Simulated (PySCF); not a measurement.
# Electron correlation in Au (gold, neutral)

[Xe] 4f14 5d9 6s1 7s1, high-spin 4D determinant (an excited configuration). Computed with PySCF 2.14 in aug-cc-pVDZ-PP with ECP60MDF, with a scalar-relativistic core potential. Frozen: 5s2 5p6; 11 electrons correlated.

| level | correlation energy (mhartree) |
| --- | --- |
| CCSD | -251.26 |
| (T) | -5.38 |
| CCSD(T) | -256.64 |

Diagnostics: T1 = 0.0073, D1 = 0.0228, largest double amplitude 0.031.

Spin-orbit coupling, absent here, splits the open shell strongly. The outer electron is Rydberg-like, and this basis confines it to a smaller radius and binds it less than a complete one would.

Cost of the coupled-cluster step: of the order of 4 core-seconds, for 11 correlated electrons.

Iterations:

```
CC2 = 0
CCSD nocc = (np.int64(7), np.int64(4)), nmo = (50, 50)
frozen orbitals [[0, 1, 2, 3], [0, 1, 2, 3]]
max_cycle = 100
direct = 0
conv_tol = 1e-08
conv_tol_normt = 1e-06
diis_space = 8
diis_start_cycle = 0
Init t2, MP2 energy = -0.26054674005191
Init E_corr(UCCSD) = -0.260546740052519
cycle = 1  E_corr(UCCSD) = -0.247402955850268  dE = 0.0131437842  norm(t1,t2) = 0.0412862
cycle = 2  E_corr(UCCSD) = -0.250842522644656  dE = -0.00343956679  norm(t1,t2) = 0.0110231
cycle = 3  E_corr(UCCSD) = -0.251050755423721  dE = -0.000208232779  norm(t1,t2) = 0.00451987
cycle = 4  E_corr(UCCSD) = -0.251275138187682  dE = -0.000224382764  norm(t1,t2) = 0.00166541
cycle = 5  E_corr(UCCSD) = -0.251265741208239  dE = 9.39697944e-06  norm(t1,t2) = 0.000905651
cycle = 6  E_corr(UCCSD) = -0.251252096843122  dE = 1.36443651e-05  norm(t1,t2) = 0.000463594
cycle = 7  E_corr(UCCSD) = -0.251267066338088  dE = -1.4969495e-05  norm(t1,t2) = 0.000232059
cycle = 8  E_corr(UCCSD) = -0.251263916884053  dE = 3.14945404e-06  norm(t1,t2) = 8.58807e-05
cycle = 9  E_corr(UCCSD) = -0.251263286009501  dE = 6.30874552e-07  norm(t1,t2) = 2.41262e-05
cycle = 10  E_corr(UCCSD) = -0.251263936389216  dE = -6.50379715e-07  norm(t1,t2) = 9.07494e-06
cycle = 11  E_corr(UCCSD) = -0.251263796097243  dE = 1.40291973e-07  norm(t1,t2) = 3.7653e-06
cycle = 12  E_corr(UCCSD) = -0.251263818747933  dE = -2.26506904e-08  norm(t1,t2) = 2.17539e-06
cycle = 13  E_corr(UCCSD) = -0.251263823779784  dE = -5.03185094e-09  norm(t1,t2) = 1.27329e-06
cycle = 14  E_corr(UCCSD) = -0.251263814106118  dE = 9.67366642e-09  norm(t1,t2) = 6.5306e-07
UCCSD converged
E(UCCSD) = -134.7585029313635  E_corr = -0.2512638141061178
UCCSD(T) correction = -0.00538497879341198
```
